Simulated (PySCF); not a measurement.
Gas-phase reaction: Sn2O2 + 4 H → 2 SnH2 + 2 O

Method: PySCF energies plus ideal-gas RRHO corrections (1 bar). † marks an energy on the PBE0/def2-TZVP geometry and frequencies. MP2 freezes the core. Open shells (unrestricted): H (multiplicity 2), O (multiplicity 3, electronic degeneracy 9); the rest are closed-shell singlets. Spin-orbit splitting is ignored; it lowers the true energy and changes the entropy of O. Sn: scalar-relativistic def2 core potential, no spin-orbit coupling. Sn2O2, SnH2: computed as isolated molecules; such fragments, hydroxides, amides, oligomers or adducts are transient or little studied in the gas. MP2 isn't extrapolated to the basis-set limit; its ΔH°(298 K) is 396.4 kJ in def2-SVP and 483.5 kJ in def2-TZVPP. The harmonic model lacks anharmonicity and excited electronic states, which grow with temperature; levels with a mode under 35 cm⁻¹ are left out.

```tsv
level	ΔE electronic, kJ	ΔH°(298 K), kJ	ΔS°(298 K), J/K	ΔG°(800 K), kJ
BLYP/def2-TZVP†	336	364	10	366
M06-2X/def2-TZVP†	358	386	10	389
MP2/def2-TZVPP†	455	484	10	486
PBE0/def2-QZVP†	323	352	10	354
r2SCAN/def2-TZVP†	348	376	10	379
ωB97X-V/def2-TZVP†	315	344	10	346
```
ΔH° is lowest at ωB97X-V/def2-TZVP† and highest at MP2/def2-TZVPP†. No reference value is set beside these.
